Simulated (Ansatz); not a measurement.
Name a neutral molecule of C, O, Si and H with HOMO energy (B3LYP/def2-TZVPP) between -6.90 and -6.60 eV and LUMO energy (PBE/def2-TZVPP) between -2.90 and -2.60 eV (Ansatz, PBE0-D4/def2-TZVP geometry).

`O=C[SiH2][SiH3]` (-6.86 eV, -2.85 eV); `C[SiH2]C=O` (-6.74 eV, -2.62 eV); `O=C1CO[SiH2]1` (-6.87 eV, -2.81 eV); `C=C(O)[SiH2]C=O` (-6.64 eV, -2.71 eV); `O=C[SiH]([SiH3])[SiH3]` (-6.85 eV, -2.85 eV). Other molecules can fit too; these were computed, each in one conformer that needn't be the lowest.

B3LYP here is the variant with VWN-RPA as its local correlation; programs differ in this.
